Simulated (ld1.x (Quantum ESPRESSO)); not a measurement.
Which change was made? (O, TM)

```json
{
 "Element": "oxygen (O)",
 "Generator": "ld1.x (Quantum ESPRESSO) 7.5",
 "Type": "norm-conserving Troullier–Martins (Kleinman–Bylander form)",
 "Functional": "BLYP",
 "Relativity": "non-relativistic",
 "Frozen core": "[He]",
 "Valence charge": "6",
 "Reference configuration": "2s1.5 2p4.5",
 "Partial waves": "2s (bound): rc 0.70 bohr; 2p (bound): rc 1.00 bohr",
 "Local potential": "all-electron potential smoothed inside 0.60 bohr (lloc = -2)",
 "Core correction": "Bessel-smoothed model core inside 0.45 bohr"
}
```

Cutoffs, loose and tight: the cutoffs (Ry, on a coarse ladder) from which the occupation-weighted sum of valence levels, in a spherical-Bessel basis at the reference potential, stays within 10 and 1 mRy of its value at 400 Ry. They do not see the model core or the augmentation charge, which bear on the density cutoff. Test errors are all-electron minus pseudo excitation energies from the reference, over the configurations 2s2 2p4; 2s2 2p3; 2s2 2p2; 2s2 2p1; 2s2 2p3.5; 2s1 2p5; 2s0 2p6; variants that change the core or the reference have their own tests.

The base gives: outcome: generated; cutoff, loose: 120 Ry; cutoff, tight: 200 Ry; bound ghosts: none; largest test error (meV): +164.

(1) After one change the result is: outcome: generated; cutoff, loose: 140 Ry; cutoff, tight: 230 Ry; bound ghosts: none; largest test error (meV): +137. Which change was it?
A. wave 2p (bound): rc 1.00 bohr becomes 2p (bound): rc 1.54 bohr
B. all radii but the core radius scaled by about 0.94 (s 0.66, p 0.94 bohr); local potential all-electron potential smoothed inside 0.56 bohr (lloc = -2)
C. wave 2s (bound): rc 0.70 bohr becomes 2s (bound): rc 0.46 bohr
D. type PAW; waves now 2s (bound): rcut 0.60, rcutus 0.70 bohr; 2s channel at -1.15 Ry: rcut 0.60, rcutus 0.70 bohr; 2p (bound): rcut 0.85, rcutus 1.00 bohr; 2p channel at 2.8 Ry: rcut 0.85, rcutus 1.00 bohr; local potential all-electron potential smoothed inside 0.65 bohr (lloc = -2); augmentation BESSEL, radius 0.70 bohr

Results:

(1) B. The others give: wave 2p (bound): rc 1.00 bohr becomes 2p (bound): rc 1.54 bohr → outcome: generated; cutoff, loose: 80 Ry; cutoff, tight: 180 Ry; bound ghosts: none; largest test error (meV): +1009 | type PAW; waves now 2s (bound): rcut 0.60, rcutus 0.70 bohr; 2s channel at -1.15 Ry: rcut 0.60, rcutus 0.70 bohr; 2p (bound): rcut 0.85, rcutus 1.00 bohr; 2p channel at 2.8 Ry: rcut 0.85, rcutus 1.00 bohr; local potential all-electron potential smoothed inside 0.65 bohr (lloc = -2); augmentation BESSEL, radius 0.70 bohr → outcome: generated; cutoff, loose: 70 Ry; cutoff, tight: 140 Ry; bound ghosts: none; largest test error (meV): -6.9 | wave 2s (bound): rc 0.70 bohr becomes 2s (bound): rc 0.46 bohr → outcome: generated; bound ghosts: not determined; largest test error (meV): +260.
